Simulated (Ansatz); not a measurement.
Job for Ansatz (an electronic-structure program): R-wB97M-V/def2-TZVPP on disilazane (SMILES [SiH3]N[SiH3]), a point of a torsion scan.

Ansatz 0.2 input:
```yaml
crystal:
  periodic: [false, false, false]
  atoms:
    - {symbol: Si, position_ang: [1.47839646, 0.28777225, 0.32545947]}
    - {symbol: N, position_ang: [0.49644887, -0.12771915, -1.03890455]}
    - {symbol: Si, position_ang: [0.66793108, -1.27941162, -2.32053393]}
    - {symbol: H, position_ang: [2.65522981, -0.57185903, 0.27473983]}
    - {symbol: H, position_ang: [1.84815761, 1.70524158, 0.23336405]}
    - {symbol: H, position_ang: [0.70810327, 0.06428581, 1.55492594]}
    - {symbol: H, position_ang: [-0.35758443, 0.40650472, -1.09367835]}
    - {symbol: H, position_ang: [0.61037932, -0.57000065, -3.60407873]}
    - {symbol: H, position_ang: [-0.43250687, -2.24846235, -2.24979002]}
    - {symbol: H, position_ang: [1.95846115, -1.93130533, -2.13081496]}
basis:
  gaussian:
    orbitals: def2-TZVPP
hamiltonian:
  xc: {name: wB97M-V}
scf: {lower_state_search: off}
```

Task: Give the final energy of this run.

Result: -637.9400 hartree.

Task: How many basis functions does it have, and what does it roughly cost on one machine?

Result: 213 functions; around 8 core-seconds (rough).
